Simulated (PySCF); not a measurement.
Numbering as in the mapped SMILES `[CH3:1][C:2]([CH3:3])([CH2:4][C:5]#[N:6])[O:7][SiH3:8]`. Hydrogens are named by the atom that carries them.

[PySCF 2.14: structure optimised with GFN2-xTB; GIAO PBE0/pcSseg-1 shieldings; gas phase; equivalent nuclei averaged; no relativistic terms; single conformer]

**Question.** List the cross peaks expected in HSQC, COSY and HMBC spectra.

**Answer.** 

HSQC (one-bond C–H):
```
                δH            δC
      2.47 (H(C4))     31.2 (C4)
1.55 (H(C1)/H(C3))  30.4 (C1/C3)
```

HMBC (two and three bonds, from the bond graph):
```
                δH                                   δC
     4.90 (H(Si8))                            74.7 (C2)
      2.47 (H(C4))  123.3 (C5), 74.7 (C2), 30.4 (C1/C3)
1.55 (H(C1)/H(C3))   74.7 (C2), 31.2 (C4), 30.4 (C1/C3)
```

No COSY cross peaks are expected.

References, each an isolated molecule treated in the same way: 1H, 13C against TMS.

Short H···H contacts in this conformer between protons four or more bonds apart (candidates for NOE cross peaks, intensity ∝ r⁻⁶): H(C3)···H(C4) 2.49 Å, H(C4)···H(Si8) 2.64 Å, H(C3)···H(Si8) 2.73 Å.

Shifts are as computed. Against solution values, carbons near 30 ppm lie about +3 ppm off and those near 130 ppm about +5 ppm. Of 1211 compounds with measured shifts, 218 miss one by over three times the rms of a fit or turn the order of signals round; such compounds aren't used in these exercises.
